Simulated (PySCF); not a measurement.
Work out the structure from these simulated measurements.

Formula: C6H7NS.

| Item | Value |
| --- | --- |
| Valence photoelectron | vertical ionisation energy: 8.57 eV [ΔSCF CAM-B3LYP/def2-SVPD] |
| 1H NMR | chemical shifts (computed TMS as zero) by class: 8.41 (2 H), 6.64 (2 H), 2.25 (3 H) ppm [GIAO PBE/pcSseg-1] |
| Dipole | 2.90 D [CAM-B3LYP/def2-SVPD] |
| UV, first state | lowest singlet excitation: 5.17 eV (240 nm, f = 0.004) [TDDFT CAM-B3LYP/def2-SVPD] |
| Rotational structure | rotational constants A, B, C: 4.418, 1.169, 0.930 GHz [PBE0-D3(BJ)/def2-SVP] |
| Polarisability | 97.5 au [CAM-B3LYP/def2-SVPD] |
| Triplet | lowest triplet excitation (Tamm–Dancoff): 3.93 eV [TDA CAM-B3LYP/def2-SVPD] |
| 13C NMR | chemical shifts (computed TMS as zero) by class: 154.2 (1 C), 151.7 (2 C), 120.5 (2 C), 16.8 (1 C) ppm [GIAO PBE/pcSseg-1] |

Electronic properties: PySCF, gas phase, density fitting. Levels stand in brackets. One conformer (not necessarily the lowest) at the PBE0-D3(BJ)/def2-SVP geometry, without solvent, vibrations or thermal averaging. Each NMR value is the plain mean over a class of atoms that symmetry, rotation or inversion makes alike.

Question: Propose a structure and show how it fits.

Answer: Numbering: `[CH3:1][S:2][c:3]1[cH:4][cH:5][n:6][cH:7][cH:8]1`. Its formula, C6H7NS, gives 4 degrees of unsaturation: 1 ring and 3 π bonds in the structure found (Kekulé form). 6 carbons fall into 4 classes; from least to most shielded: substituted aromatic carbon [C3] (154.2 ppm), aromatic CH next to a ring nitrogen [C5/C7] (151.7 ppm, 2 C), aromatic CH carbon [C4/C8] (120.5 ppm, 2 C, up to 6.0 ppm apart in this geometry), S-methyl carbon [C1] (16.8 ppm). Hydrogen classes from least to most shielded: 2 H on 2 like atoms (aromatic CH next to a ring nitrogen), C5/C7 (8.41 ppm), 2 H on 2 aromatic CH carbons, C4/C8 (6.64 ppm), 3 H on an S-methyl carbon, C1 (2.25 ppm). The first electron is taken from the HOMO, whose largest Löwdin shares are 0.49 on the sulfide sulfur, 0.11 on the substituted aromatic carbon, 0.09 on the pyridine-type nitrogen and 0.08 on an aromatic CH carbon. The optimised geometry has point group Cs and is an asymmetric top. Structure: `CSC1=CC=NC=C1`. Computed isomers that give other values at the same levels: `C=CCc1cnsc1` (lowest singlet excitation: 5.52 eV (225 nm, f = 0.187)); `C/N=C/c1cccs1` (rotational constant A: 4.941 GHz; this holds for the one conformer computed); `Nc1ccc(S)cc1` (rotational constant A: 5.539 GHz; this holds for the one conformer computed). The assignments are read from this structure; whether some other isomer fits the data as well wasn't checked.

Conformer computed: `[CH3:1][S:2][c:3]1[cH:4][cH:5][n:6][cH:7][cH:8]1`: C1–S2–C3–C4 180°.
